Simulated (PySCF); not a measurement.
## SMILES N#C[C@@H]1CC[SiH2][C@H]1C#N, C6H8N2Si

Geometry:
| atom | x (Å) | y (Å) | z (Å) |
| --- | --- | --- | --- |
| N1 | -0.143 | -2.080 | 2.293 |
| C2 | -0.512 | -1.373 | 1.474 |
| C3 | -0.954 | -0.469 | 0.442 |
| C4 | -0.411 | -0.924 | -0.920 |
| C5 | 1.106 | -0.721 | -0.919 |
| Si6 | 1.384 | 0.938 | -0.024 |
| C7 | -0.398 | 0.945 | 0.733 |
| C8 | -1.220 | 1.923 | 0.095 |
| N9 | -1.877 | 2.687 | -0.449 |
| H10 | -2.052 | -0.468 | 0.443 |
| H11 | -0.872 | -0.306 | -1.694 |
| H12 | -0.678 | -1.966 | -1.113 |
| H13 | 1.499 | -0.753 | -1.934 |
| H14 | 1.581 | -1.535 | -0.369 |
| H15 | 2.372 | 0.891 | 1.050 |
| H16 | 1.565 | 2.073 | -0.924 |
| H17 | -0.398 | 1.149 | 1.807 |

Theory: TDDFT B3LYP/def2-SVPD circular dichroism and optical rotation, one conformer, gas phase (PySCF). Geometry: GFN2-xTB.

(1) Assign R or S to each stereocentre.

(2) List the lowest 8 singlet excitations with oscillator and rotatory strengths.

Answers

(1) C3 S, C7 R.

(2) Rotatory strengths R in 10⁻⁴⁰ esu² cm², velocity form and length form (origin at the centre of mass); f in length form.
| state | E (eV) | λ (nm) | f | R (velocity) | R (length) | main |
| --- | --- | --- | --- | --- | --- | --- |
| 1 | 6.92 | 179 | 0.007 | -2.8 | -2.9 | HOMO→LUMO 0.74 |
| 2 | 7.22 | 172 | 0.016 | +12.6 | +12.0 | HOMO→LUMO+1 0.78 |
| 3 | 7.45 | 166 | 0.029 | +13.8 | +13.4 | HOMO→LUMO+2 0.72, HOMO→LUMO 0.08 |
| 4 | 7.62 | 163 | 0.003 | -0.8 | -1.0 | HOMO−2→LUMO+1 0.26, HOMO−1→LUMO 0.13 |
| 5 | 7.64 | 162 | 0.024 | +5.2 | +4.9 | HOMO→LUMO+3 0.44, HOMO−1→LUMO 0.14 |
| 6 | 7.74 | 160 | 0.010 | -6.9 | -7.7 | HOMO−1→LUMO 0.23, HOMO−2→LUMO 0.20 |
| 7 | 7.82 | 159 | 0.003 | -10.2 | -10.0 | HOMO−1→LUMO+1 0.54, HOMO−2→LUMO+1 0.14 |
| 8 | 7.85 | 158 | 0.010 | +33.9 | +35.0 | HOMO−1→LUMO+1 0.18, HOMO−3→LUMO+1 0.15 |

Among the states computed, the strongest CD band (largest |R|) is state 8. The largest dissymmetry factor in size, g = 4R/(D+G), with D and G the electric and magnetic dipole strengths, is -0.043 for state 7 (velocity form, f = 0.003), among bands with |R| over 0.5. The mirror image has the same energies and oscillator strengths and all R with the opposite sign.
